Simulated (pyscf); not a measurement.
PySCF, gas phase, ωB97X-D3(BJ)/def2-SVP geometries.

### Question
Estimate by transition-state theory (the high-pressure limit) the rate constant of `[SiH3][Cl]` + `[Cl][In]=[Se]` → `[SiH3][Se][In]([Cl])[Cl]` (singlet surface; Cl–Si broken, Cl–In, Se–Si formed) at 298 K, with ωB97M-D3(BJ)/def2-TZVP energies (ideal gas, 1 atm, RRHO with modes under 100 cm⁻¹ raised to 100, one conformer, R ln 2 for chiral ones without a mode under 150 cm⁻¹; no tunnelling).

### Answer
The electronic barrier is 5.4 kcal/mol and the thermal terms add +10.5, so ΔG‡ = 15.9 kcal/mol. With k_BT/h = 6.21e+12 s⁻¹ and RT = 0.592 kcal/mol, and a volume of 4.06e-20 cm³ per molecule at 1 atm, k = 5.3e-19 cm³ molecule⁻¹ s⁻¹. The product is born with the 37 kcal/mol of the reverse barrier and needs collisions to keep. Wigner's tunnelling factor for 225i cm⁻¹ would be 1.05. A shift of 1 kcal/mol in the barrier changes k by a factor 5.4. On the reactant side the descent ends in an adduct with a Cl–In contact, 8.9 kcal/mol under the separated species and 7.9 kcal/mol under the saddle at ωB97X-D3(BJ)/def2-TZVP. What is counted as formed (Cl–In) is already present as a longer contact in the reactant adduct; forming that adduct is a step of its own. At ωB97X-D3(BJ) the barrier from the zero used here is -1.0 kcal/mol. This is the saddle that the search found; another between the same sides may lie lower. Elements up to Kr have no core potential and no relativistic terms here. Elements past Kr carry the def2 core potentials, without spin-orbit coupling.
